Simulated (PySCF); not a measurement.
Isomers of C7H12SSi.

All values: PBE0/pcSseg-1 (PySCF) at GFN2-xTB geometries, gas phase, one conformer each.

Question: Rank by the highest IAO charge on any atom, lowest value first.
A. `[CH:1]#[C:2][C@@:3]1([SiH3:4])[CH2:5][CH2:6][CH2:7][S:8][CH2:9]1` with C2–C3–C5–C6 61°, C3–C5–C6–C7 63°, C5–C6–C7–S8 -65°, C6–C7–S8–C9 57°
B. `[CH:1]1=[C:2]([CH:3]2[CH2:4][CH2:5][CH2:6][CH2:7]2)[S:8][SiH2:9]1` with C1–C2–C3–C4 -127°, C2–C3–C4–C5 -149°, C3–C4–C5–C6 3°, C4–C5–C6–C7 23°, C5–C6–C7–C3 -40°
C. `[CH3:1][C:2](=[S:3])[C@@H:4]1[CH2:5][CH:6]=[CH:7][SiH2:8][CH2:9]1` with C1–C2–C4–C5 45°, C2–C4–C5–C6 173°, C4–C5–C6–C7 30°, C6–C7–Si8–C9 1°, C7–Si8–C9–C4 -32°

Answer: A (+0.612 e), B (+0.731 e), C (+0.758 e).

Question: Rank by the lowest IAO charge on any atom, highest value first.
A. `[CH3:1][C:2](=[S:3])[C@@H:4]1[CH2:5][CH:6]=[CH:7][SiH2:8][CH2:9]1` with C1–C2–C4–C5 45°, C2–C4–C5–C6 173°, C4–C5–C6–C7 30°, C6–C7–Si8–C9 1°, C7–Si8–C9–C4 -32°
B. `[CH:1]#[C:2][C@@:3]1([SiH3:4])[CH2:5][CH2:6][CH2:7][S:8][CH2:9]1` with C2–C3–C5–C6 61°, C3–C5–C6–C7 63°, C5–C6–C7–S8 -65°, C6–C7–S8–C9 57°
C. `[CH:1]#[C:2][SiH2:3]/[C:4](=[CH:5]\[S:6][CH3:7])[CH2:8][CH3:9]` with C2–Si3–C4–C5 166°, C4–C5–S6–C7 -178°, Si3–C4–C8–C9 -70°

Answer: B (-0.338 e), C (-0.501 e), A (-0.533 e).

Question: Rank by HOMO–LUMO gap, highest first.
A. `[CH:1]#[C:2][C@@:3]1([SiH3:4])[CH2:5][CH2:6][CH2:7][S:8][CH2:9]1` with C2–C3–C5–C6 61°, C3–C5–C6–C7 63°, C5–C6–C7–S8 -65°, C6–C7–S8–C9 57°
B. `[CH3:1][C:2](=[S:3])[C@@H:4]1[CH2:5][CH:6]=[CH:7][SiH2:8][CH2:9]1` with C1–C2–C4–C5 45°, C2–C4–C5–C6 173°, C4–C5–C6–C7 30°, C6–C7–Si8–C9 1°, C7–Si8–C9–C4 -32°
C. `[CH:1]1=[C:2]([CH:3]2[CH2:4][CH2:5][CH2:6][CH2:7]2)[S:8][SiH2:9]1` with C1–C2–C3–C4 -127°, C2–C3–C4–C5 -149°, C3–C4–C5–C6 3°, C4–C5–C6–C7 23°, C5–C6–C7–C3 -40°

Answer: A (6.68 eV), C (5.72 eV), B (4.32 eV).

All values together:

```json
{"SMILES": "C#C[C@@]1([SiH3])CCCSC1", "μ (D)": "1.81", "HOMO (eV)": "-6.28", "LUMO (eV)": "0.40", "lowest IAO charge (e)": "-0.338 (C)", "highest IAO charge (e)": "+0.612 (Si)", "lowest Hirshfeld charge (e)": "-0.116 (C)", "highest Hirshfeld charge (e)": "+0.317 (Si)"}
{"SMILES": "C1=C(C2CCCC2)S[SiH2]1", "μ (D)": "1.56", "HOMO (eV)": "-6.14", "LUMO (eV)": "-0.41", "lowest IAO charge (e)": "-0.508 (C)", "highest IAO charge (e)": "+0.731 (Si)", "lowest Hirshfeld charge (e)": "-0.190 (C)", "highest Hirshfeld charge (e)": "+0.342 (Si)"}
{"SMILES": "CC(=S)[C@@H]1CC=C[SiH2]C1", "μ (D)": "2.99", "HOMO (eV)": "-6.21", "LUMO (eV)": "-1.89", "lowest IAO charge (e)": "-0.533 (C)", "highest IAO charge (e)": "+0.758 (Si)", "lowest Hirshfeld charge (e)": "-0.156 (C)", "highest Hirshfeld charge (e)": "+0.342 (Si)"}
{"SMILES": "C#C[SiH2]/C(=C\\SC)CC", "μ (D)": "2.11", "HOMO (eV)": "-6.10", "LUMO (eV)": "-0.35", "lowest IAO charge (e)": "-0.501 (C)", "highest IAO charge (e)": "+0.744 (Si)", "lowest Hirshfeld charge (e)": "-0.144 (C)", "highest Hirshfeld charge (e)": "+0.336 (Si)"}
```

Conformers: `[CH:1]#[C:2][C@@:3]1([SiH3:4])[CH2:5][CH2:6][CH2:7][S:8][CH2:9]1` with C2–C3–C5–C6 61°, C3–C5–C6–C7 63°, C5–C6–C7–S8 -65°, C6–C7–S8–C9 57°; `[CH:1]1=[C:2]([CH:3]2[CH2:4][CH2:5][CH2:6][CH2:7]2)[S:8][SiH2:9]1` with C1–C2–C3–C4 -127°, C2–C3–C4–C5 -149°, C3–C4–C5–C6 3°, C4–C5–C6–C7 23°, C5–C6–C7–C3 -40°; `[CH3:1][C:2](=[S:3])[C@@H:4]1[CH2:5][CH:6]=[CH:7][SiH2:8][CH2:9]1` with C1–C2–C4–C5 45°, C2–C4–C5–C6 173°, C4–C5–C6–C7 30°, C6–C7–Si8–C9 1°, C7–Si8–C9–C4 -32°; `[CH:1]#[C:2][SiH2:3]/[C:4](=[CH:5]\[S:6][CH3:7])[CH2:8][CH3:9]` with C2–Si3–C4–C5 166°, C4–C5–S6–C7 -178°, Si3–C4–C8–C9 -70°.
